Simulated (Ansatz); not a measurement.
A run on AlGeH7Si (`[AlH2][SiH2][GeH3]`) with other settings.

```yaml
crystal:
  periodic: [false, false, false]
  atoms:
    - {symbol: Al, position_ang: [-1.901718, 0.583324, -1.010891]}
    - {symbol: Si, position_ang: [0.470601, 0.777490, -0.451387]}
    - {symbol: Ge, position_ang: [1.083625, -0.974993, 1.050595]}
    - {symbol: H, position_ang: [-2.362442, -0.312974, -2.238127]}
    - {symbol: H, position_ang: [-2.997199, 1.296853, -0.109702]}
    - {symbol: H, position_ang: [0.798366, 2.065865, 0.225480]}
    - {symbol: H, position_ang: [1.355003, 0.656003, -1.646583]}
    - {symbol: H, position_ang: [2.569371, -0.896347, 1.441221]}
    - {symbol: H, position_ang: [0.241424, -0.897562, 2.337256]}
    - {symbol: H, position_ang: [0.825969, -2.348957, 0.405137]}
basis:
  gaussian: {orbitals: 6-31G}
hamiltonian: {xc: {name: r2SCAN50}, dispersion: d3bj}
output: {forces: true}
```

```sh
$ ansatz run in.yaml --threads 2 --pin off --events-out ev --progress --plain --max-ram 4352MiB
```

Output, abridged:

```
Warning: the engine holds no damping parameters fitted to this dispersion correction and functional, so the run takes those fitted to r2scan50 beside the three-body term, which d3bj leaves out (hamiltonian.dispersion, under Limitations)
Functional definition: r2SCAN50
752 factors; integrals over basis functions are off by at most 4.4e-4 eV
mean field evaluation 1: about -71090.8906 eV, gradient 8.6e0 eV
mean field evaluation 2: about -71091.1557 eV, gradient 3.5e0 eV
mean field evaluation 4: about -71091.1813 eV, gradient 1.0e0 eV
mean field evaluation 8: about -71091.3249 eV, gradient 9.4e-3 eV
mean field -71091.32489976 eV, -2612.5580026356 hartree, gradient 4.9e-5 eV, S^2 0.000000; 0 other end points of the search recorded, 0 dependent functions left out
reference -71091.32490942 eV, -2612.5580029905 hartree; 33, 33 occupied and 36, 36 virtual orbitals, 752 factors
Total energy: -71091.40843430 eV, -2612.5610724731 hartree
Atom 0 at    -1.901718     0.583324    -1.010891 Å, force     0.185018     0.049739     0.015238 eV/Å
Atom 1 at     0.470601     0.777490    -0.451387 Å, force    -0.127875    -0.125110     0.057109 eV/Å
Atom 2 at     1.083625    -0.974993     1.050595 Å, force     0.114050    -0.153525     0.149319 eV/Å
Atom 3 at    -2.362442    -0.312974    -2.238127 Å, force    -0.039939    -0.070703    -0.095575 eV/Å
Atom 4 at    -2.997199     1.296853    -0.109702 Å, force    -0.089799     0.055002     0.070636 eV/Å
Atom 5 at     0.798366     2.065865     0.225480 Å, force     0.010448     0.070635     0.014545 eV/Å
Atom 6 at     1.355003     0.656003    -1.646583 Å, force     0.034170     0.011822    -0.063802 eV/Å
Atom 7 at     2.569371    -0.896347     1.441221 Å, force    -0.202015    -0.005502    -0.057276 eV/Å
Atom 8 at     0.241424    -0.897562     2.337256 Å, force     0.094603    -0.007343    -0.166219 eV/Å
Atom 9 at     0.825969    -2.348957     0.405137 Å, force     0.021340     0.174984     0.076024 eV/Å
Dipole moment:    -0.067600     0.034195    -0.045739 e Å
```

Hardware: 2 threads of an Intel Xeon Platinum 8259CL on a shared host. Wall time 4.8 s, peak host memory 0.18 GiB.
